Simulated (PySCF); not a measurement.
H5Cl3Si3, singlet, at a GFN2-xTB geometry; CASSCF(10,9)/STO-3G (PySCF).

The PySCF input:
```python
from pyscf import gto, scf, mcscf
import numpy

mol = gto.M(
    atom='''
Si    1.97973468   -0.14715330   -0.15203880
Cl    3.50828100   -1.44845312   -0.40944244
Si   -0.06256504   -1.27389569   -0.12161127
Si   -1.88126558    0.14695348    0.13575161
Cl   -1.71133228    1.15447728    1.89369234
Cl   -1.86756103    1.53890469   -1.34683734
H     2.25872859    0.56759309    1.09493159
H     2.08221938    0.82237543   -1.24428305
H    -0.27795889   -2.05785118   -1.34851351
H    -0.12207541   -2.27750174    0.95331425
H    -3.24316112   -0.38106934    0.13911520
''',
    basis='sto-3g',
    verbose=4,
)

mf = scf.RHF(mol)
mf.kernel()
mc = mcscf.CASSCF(mf, 9, 10)
mc.fix_spin_(ss=0.0)
mc.kernel()
occ = numpy.linalg.eigvalsh(mc.fcisolver.make_rdm1(mc.ci, mc.ncas, mc.nelecas))[::-1]
ss = mc.fcisolver.spin_square(mc.ci, mc.ncas, mc.nelecas)[0]
print('natural occupations', occ.round(4), ' <S^2>', round(ss, 4))
```

The log (banner, timings and long lists left out):

```
PySCF version 2.14.0

[INPUT] verbose = 4
[INPUT] num. atoms = 11
[INPUT] num. electrons = 98
[INPUT] charge = 0
[INPUT] spin (= nelec alpha-beta = 2S) = 0
[INPUT] symmetry False subgroup None
[INPUT] Mole.unit = angstrom
[INPUT] Symbol           X                Y                Z      unit          X                Y                Z       unit  Magmom
[...]
nuclear repulsion = 666.29864470639
number of shells = 35
number of NR pGTOs = 177
number of NR cGTOs = 59
basis = sto-3g
ecp = {}

******** <class 'pyscf.scf.hf.RHF'> ********
method = RHF
initial guess = minao
damping factor = 0
level_shift factor = 0
DIIS = <class 'pyscf.scf.diis.CDIIS'>
diis_start_cycle = 1
diis_space = 8
diis_damp = 0
SCF conv_tol = 1e-09
SCF conv_tol_grad = None
SCF max_cycles = 50
direct_scf = True
direct_scf_tol = 1e-13
Set gradient conv threshold to 3.16228e-05
Initial guess from minao.
init E= -2222.52642410889
[...]
cycle= 1 E= -2223.59315737743  delta_E= -1.07  |g|= 0.35  |ddm|= 3.65
[...]
cycle= 2 E= -2223.66365535286  delta_E= -0.0705  |g|= 0.0709  |ddm|= 0.934
[...]
cycle= 3 E= -2223.66611424126  delta_E= -0.00246  |g|= 0.0169  |ddm|= 0.152
[...]
cycle= 4 E= -2223.66635428958  delta_E= -0.00024  |g|= 0.00224  |ddm|= 0.0619
[...]
cycle= 5 E= -2223.66635880351  delta_E= -4.51e-06  |g|= 0.000377  |ddm|= 0.00876
[...]
cycle= 6 E= -2223.66635892397  delta_E= -1.2e-07  |g|= 7.56e-05  |ddm|= 0.00134
[...]
cycle= 7 E= -2223.66635892922  delta_E= -5.26e-09  |g|= 1.2e-05  |ddm|= 0.000302
[...]
cycle= 8 E= -2223.66635892936  delta_E= -1.35e-10  |g|= 1.95e-06  |ddm|= 4.91e-05
[...]
Extra cycle  E= -2223.66635892939  delta_E= -2.64e-11  |g|= 7.54e-07  |ddm|= 5.84e-06
converged SCF energy = -2223.66635892939

******** <class 'pyscf.mcscf.mc1step.CASSCF'> ********
CAS (5e+5e, 9o), ncore = 44, nvir = 6
max_cycle_macro = 50
max_cycle_micro = 4
conv_tol = 1e-07
conv_tol_grad = None
orbital rotation max_stepsize = 0.02
orbital rotation threshold for CI restart = 0.01
augmented hessian ah_max_cycle = 30
augmented hessian ah_conv_tol = 1e-12
augmented hessian ah_linear dependence = 1e-14
augmented hessian ah_level shift = 1e-08
augmented hessian ah_start_tol = 2.5
augmented hessian ah_start_cycle = 3
augmented hessian ah_grad_trust_region = 3
kf_trust_region = 3
kf_interval = 4
ci_response_space = 4
ci_grad_trust_region = 3
with_dep4 0
natorb = False
canonicalization = True
sorting_mo_energy = False
ao2mo_level = 2
internal_rotation = False
******** <class 'pyscf.fci.addons.SpinPenaltyFCISolver'> ********
max. cycles = 50
conv_tol = 1e-08
davidson only = True
linear dependence = 1e-12
level shift = 0.001
max iter space = 12
nroots = 1
pspace_size = 400
spin = None
CASCI E = -2223.67129505516  S^2 = 0.0000000
Set conv_tol_grad to 0.000316228
macro iter   1 ( 21 JK    4 micro), CASSCF E = -2223.67801478340  dE = -6.71972824e-03  S^2 = 0.0000000
               |grad[o]|=0.00726  |grad[c]|=0.0109  |ddm|=0.0339  |maxRot[o]|=0.313
macro iter   2 ( 21 JK    4 micro), CASSCF E = -2223.68606415436  dE = -8.04937096e-03  S^2 = 0.0000000
               |grad[o]|=0.0103  |grad[c]|=0.0361  |ddm|=0.0229  |maxRot[o]|=0.258
macro iter   3 ( 21 JK    4 micro), CASSCF E = -2223.69018310163  dE = -4.11894727e-03  S^2 = 0.0000000
               |grad[o]|= 0.01  |grad[c]|=0.0334  |ddm|=0.0199  |maxRot[o]|=0.181
macro iter   4 ( 12 JK    3 micro), CASSCF E = -2223.69292071111  dE = -2.73760948e-03  S^2 = 0.0000000
               |grad[o]|=0.00851  |grad[c]|=0.0142  |ddm|=0.0192  |maxRot[o]|=0.105
macro iter   5 ( 12 JK    3 micro), CASSCF E = -2223.69598875095  dE = -3.06803984e-03  S^2 = 0.0000000
               |grad[o]|=0.0085  |grad[c]|=0.0141  |ddm|=0.0168  |maxRot[o]|=0.0987
macro iter   6 ( 12 JK    3 micro), CASSCF E = -2223.69934468674  dE = -3.35593579e-03  S^2 = 0.0000000
               |grad[o]|=0.00949  |grad[c]|=0.0108  |ddm|=0.0128  |maxRot[o]|=0.095
macro iter   7 ( 21 JK    4 micro), CASSCF E = -2223.70330865029  dE = -3.96396355e-03  S^2 = 0.0000000
[...]
               |grad[o]|=0.0018  |grad[c]|=0.00178  |ddm|=0.000686  |maxRot[o]|=0.0514
macro iter  33 (  7 JK    2 micro), CASSCF E = -2223.71079398839  dE = -6.86959220e-05  S^2 = 0.0000000
               |grad[o]|=0.00125  |grad[c]|=0.000695  |ddm|=0.00104  |maxRot[o]|=0.0383
macro iter  34 (  6 JK    2 micro), CASSCF E = -2223.71083596798  dE = -4.19795933e-05  S^2 = 0.0000000
               |grad[o]|=0.00119  |grad[c]|=0.000837  |ddm|=0.00135  |maxRot[o]|=0.037
macro iter  35 ( 15 JK    4 micro), CASSCF E = -2223.71080180482  dE =  3.41631635e-05  S^2 = 0.0000000
               |grad[o]|=0.000794  |grad[c]|=0.00552  |ddm|=0.00755  |maxRot[o]|=0.0929
macro iter  36 ( 21 JK    4 micro), CASSCF E = -2223.71081254230  dE = -1.07374808e-05  S^2 = 0.0000000
               |grad[o]|=0.00135  |grad[c]|=0.00083  |ddm|=0.000274  |maxRot[o]|=0.0323
macro iter  37 (  6 JK    2 micro), CASSCF E = -2223.71082146213  dE = -8.91983245e-06  S^2 = 0.0000000
               |grad[o]|=0.000721  |grad[c]|=0.000289  |ddm|=0.00062  |maxRot[o]|=0.025
macro iter  38 (  7 JK    2 micro), CASSCF E = -2223.71082497056  dE = -3.50842402e-06  S^2 = 0.0000000
               |grad[o]|=0.000111  |grad[c]|=0.000265  |ddm|=0.000773  |maxRot[o]|=0.0209
macro iter  39 ( 11 JK    3 micro), CASSCF E = -2223.71081690722  dE =  8.06334037e-06  S^2 = 0.0000000
               |grad[o]|=0.000238  |grad[c]|=0.000792  |ddm|=0.00184  |maxRot[o]|=0.0366
macro iter  40 ( 21 JK    4 micro), CASSCF E = -2223.71081683320  dE =  7.40196811e-08  S^2 = 0.0000000
               |grad[o]|=0.000484  |grad[c]|=0.00143  |ddm|=0.000529  |maxRot[o]|=0.0447
macro iter  41 ( 25 JK    4 micro), CASSCF E = -2223.71082402950  dE = -7.19630043e-06  S^2 = 0.0000000
               |grad[o]|=0.00024  |grad[c]|=0.000717  |ddm|=0.000563  |maxRot[o]|=0.0304
macro iter  42 ( 20 JK    4 micro), CASSCF E = -2223.71082201346  dE =  2.01603552e-06  S^2 = 0.0000000
               |grad[o]|=0.000284  |grad[c]|=0.00124  |ddm|=0.000359  |maxRot[o]|=0.0184
macro iter  43 ( 13 JK    2 micro), CASSCF E = -2223.71082537207  dE = -3.35860659e-06  S^2 = 0.0000000
               |grad[o]|=0.000188  |grad[c]|=0.000454  |ddm|=0.000324  |maxRot[o]|=0.0138
macro iter  44 (  7 JK    2 micro), CASSCF E = -2223.71082909969  dE = -3.72762588e-06  S^2 = 0.0000000
               |grad[o]|=0.000133  |grad[c]|=0.000252  |ddm|=0.000641  |maxRot[o]|=0.0201
macro iter  45 ( 15 JK    4 micro), CASSCF E = -2223.71081709145  dE =  1.20082423e-05  S^2 = 0.0000000
               |grad[o]|=0.000242  |grad[c]|=0.00286  |ddm|=0.00219  |maxRot[o]|=0.0589
macro iter  46 ( 24 JK    4 micro), CASSCF E = -2223.71082123325  dE = -4.14180249e-06  S^2 = 0.0000000
               |grad[o]|=0.000519  |grad[c]|=0.00107  |ddm|=0.000504  |maxRot[o]|=0.0284
macro iter  47 (  7 JK    2 micro), CASSCF E = -2223.71082671897  dE = -5.48571325e-06  S^2 = 0.0000000
               |grad[o]|=0.0002  |grad[c]|=0.000389  |ddm|=0.000663  |maxRot[o]|=0.028
macro iter  48 ( 16 JK    4 micro), CASSCF E = -2223.71081246025  dE =  1.42587178e-05  S^2 = 0.0000000
               |grad[o]|=0.000237  |grad[c]|=0.00348  |ddm|=0.00347  |maxRot[o]|=0.0715
macro iter  49 ( 21 JK    4 micro), CASSCF E = -2223.71081398965  dE = -1.52939629e-06  S^2 = 0.0000000
               |grad[o]|=0.000679  |grad[c]|=0.000878  |ddm|=0.000129  |maxRot[o]|=0.0138
macro iter  50 ( 20 JK    4 micro), CASSCF E = -2223.71079520743  dE =  1.87822116e-05  S^2 = 0.0000000
               |grad[o]|=0.000264  |grad[c]|=0.0008  |ddm|=0.00077  |maxRot[o]|=0.0539
1-step CASSCF not converged,  50 macro (760 JK 162 micro) steps
CASSCF canonicalization
Density matrix diagonal elements [1.98423853 1.98351066 1.9980866  1.98005177 1.97500573 0.02471575
 0.02123938 0.0153254  0.01782617]
CASSCF energy = -2223.71079520743
CASCI E = -2223.71079520743  E(CI) = -16.1569582451298  S^2 = 0.0000000
natural occupations [1.9982 1.9857 1.9836 1.9795 1.9744 0.0261 0.0212 0.0163 0.0151]  <S^2> 0.0
```

Convergence was not reached.
